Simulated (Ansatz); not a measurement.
CH7O2Si2 (`O[SiH]C[SiH2]O`) radical. Charge 0, multiplicity 2.

```xyz
12

O    -0.245   -2.517   -0.096
Si    0.753   -1.537   -0.984
C     0.236    0.265   -0.891
Si   -0.192    0.802    0.848
O    -0.306    2.440    1.013
H    -1.183   -2.493   -0.291
H     2.093   -1.714   -0.353
H     1.081    0.860   -1.259
H    -0.610    0.455   -1.560
H    -1.481    0.154    1.223
H     0.876    0.396    1.789
H    -1.021    2.889    0.560
```

List the harmonic frequencies (cm⁻¹, unscaled) at PBE0-D4/def2-TZVP in Ansatz. (An estimate is asked.)

Computed: 48, 71, 123, 173, 216, 229, 315, 482, 597, 643, 696, 734, 744, 826, 839, 851, 887, 898, 907, 954, 997, 1042, 1385, 2186, 2196, 2255, 3050, 3107, 3919, 3929.

Is this a minimum?

Yes, all 30 modes are real.

Give the ideal-gas thermochemistry at 298.15 K and 1 bar (rigid rotor, harmonic oscillator; point group C1, symmetry number 1).

Zero-point energy 211.1 kJ/mol; H(298) − E = 236.0 kJ/mol; entropy 385.7 J/(mol·K), of which translation 167.2, rotation 115.1, vibration 97.6, electronic 5.8; G(298) − E = 121.1 kJ/mol. Modes under 100 cm⁻¹ are hindered rotations or soft bends, so the harmonic entropy is rough.

And at 400, 500, 600, 800 and 1000 K?


```json
{"T (K)": "400", "H − E (kJ/mol)": "250.7", "S (J/mol/K)": "427.8", "G − E (kJ/mol)": "79.6"}
{"T (K)": "500", "H − E (kJ/mol)": "267.4", "S (J/mol/K)": "464.9", "G − E (kJ/mol)": "34.9"}
{"T (K)": "600", "H − E (kJ/mol)": "285.7", "S (J/mol/K)": "498.2", "G − E (kJ/mol)": "-13.3"}
{"T (K)": "800", "H − E (kJ/mol)": "325.9", "S (J/mol/K)": "556.0", "G − E (kJ/mol)": "-118.9"}
{"T (K)": "1000", "H − E (kJ/mol)": "369.7", "S (J/mol/K)": "604.7", "G − E (kJ/mol)": "-235.1"}
```

Rotational constants (cm⁻¹)?

0.2655, 0.04676, 0.04234.
